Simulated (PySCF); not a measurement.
**Excitation energy of Te²⁺ by level of theory**

Te²⁺ [Kr] 4d10 5s2 5p2 (3P) → Te²⁺ [Kr] 4d10 5s1 5p3 (5S), as a difference of total energies. Calculation: PySCF 2.14, in aug-cc-pwCVTZ-DK3 with one added diffuse shell each of s, p, d, f type (11s10p8d5f1g, 125 functions); scalar relativity by spin-free X2C-1e. Correlated levels: valence: [Kr] 4d10 frozen; valence and next inner shell: [Ar] 3d10 frozen. The calculations carry no spin-orbit coupling.

```csv
method,excitation energy (eV)
UHF,5.373
LDA,8.183
PBE,7.897
PBE0,7.412
r2SCAN,6.976
PBEsol,7.777
CAM-B3LYP,7.921
wB97M-V,7.480
MP2 (valence),6.268
SCS-MP2 (valence),6.656
MP2 (valence and next inner shell),7.239
SCS-MP2 (valence and next inner shell),7.447
```

**Question.** How much does correlation contribute at MP2 (valence and next inner shell)?

**Answer.** 7.239 − (5.373) = 1.866 eV, measured against UHF.

A first-order spin-orbit estimate (lowest level to lowest level, LS coupling) adds 0.613 eV.
